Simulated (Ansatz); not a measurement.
Molecule: HgCl, charge 0, multiplicity 2. The spin state was set by rule; other spins were not relaxed. 
Coordinates optimised at B3LYP-D3(BJ)/def2-TZVP (Ansatz, a quantum-chemistry and plane-wave program):
```
Hg
Cl 1 2.4583
```
Charge 0, spin multiplicity 2.

Property: atomisation energy (electronic, to ground-state atoms), in kJ/mol. Cores are frozen in the correlated levels unless marked. UHF or UKS for open shells. Spin-orbit coupling is left out. Frozen are the shells of the preceding noble gas and the d and f shells that filled before the atom's block. Past Kr the def2 sets carry scalar-relativistic core potentials. The coupled-cluster limit lacks core correlation, which all-electron functionals hold. CBS(X,Y): correlation extrapolated as X^-3; Hartree-Fock from the larger set.

```
level            program  atomisation energy (kJ/mol)
---------------  -------  ---------------------------
BLYP/def2-TZVPD   Ansatz                         88.2
```

**Question.** Predict the CCSD(T)/CBS(def2-TZVPPD,def2-QZVPPD) result (Ansatz).

**Answer.** 97.5 kJ/mol, so BLYP/def2-TZVPD differs from it by -9.3 kJ/mol.
